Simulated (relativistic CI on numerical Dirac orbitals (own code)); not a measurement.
**Radial parameters of La XXV**

Calculated at this level of theory: Dirac-Coulomb-Breit CI, KLI orbitals optimised for each configuration, a model potential for QED, unscaled Slater integrals (own radial code, finite nucleus).

Slater integrals F^k, G^k are unscaled and averaged over j, outside the closed core [Ar] 3d10; ζ comes from projecting the Hamiltonian with its Breit term on Σ l·s of the shell.

- 4s²4p³: F^2(4p,4p) = 169190, ζ(4p) = 121730 cm⁻¹; <r>(4p) = 0.6098, <r^2>(4p) = 0.4198 (bohr units).
- 4s4p⁴: F^2(4p,4p) = 169150, G^1(4s,4p) = 221750, ζ(4p) = 121600 cm⁻¹; <r>(4s) = 0.5934, <r^2>(4s) = 0.3952, <r>(4p) = 0.61, <r^2>(4p) = 0.42 (bohr units).
- 4s²4p²4d: F^2(4p,4p) = 169150, ζ(4p) = 122030, F^2(4p,4d) = 164720, G^1(4p,4d) = 206410, G^3(4p,4d) = 131840, ζ(4d) = 14435 cm⁻¹; <r>(4p) = 0.61, <r^2>(4p) = 0.42, <r>(4d) = 0.622, <r^2>(4d) = 0.4415 (bohr units).

Averages of the first 10 configurations, taken without configuration mixing, which lowers the lowest level and can move excited configurations by several eV; other configurations of the list can lie among them:

```json
{"Configuration": "4s²4p³", "Parity": "odd", "States": "20", "Average energy above the lowest level (eV)": "26.2"}
{"Configuration": "4s4p⁴", "Parity": "even", "States": "30", "Average energy above the lowest level (eV)": "104.1"}
{"Configuration": "4s²4p²4d", "Parity": "even", "States": "150", "Average energy above the lowest level (eV)": "135.4"}
{"Configuration": "4p⁵", "Parity": "odd", "States": "6", "Average energy above the lowest level (eV)": "189.5"}
{"Configuration": "4s4p³4d", "Parity": "odd", "States": "400", "Average energy above the lowest level (eV)": "210.0"}
{"Configuration": "4s²4p²4f", "Parity": "odd", "States": "210", "Average energy above the lowest level (eV)": "247.5"}
{"Configuration": "4s4p³4f", "Parity": "even", "States": "560", "Average energy above the lowest level (eV)": "322.3"}
{"Configuration": "4p⁴4d", "Parity": "even", "States": "150", "Average energy above the lowest level (eV)": "292.1"}
{"Configuration": "4s4p²4d²", "Parity": "even", "States": "1350", "Average energy above the lowest level (eV)": "318.0"}
{"Configuration": "4s²4p4d4f", "Parity": "even", "States": "840", "Average energy above the lowest level (eV)": "357.1"}
```
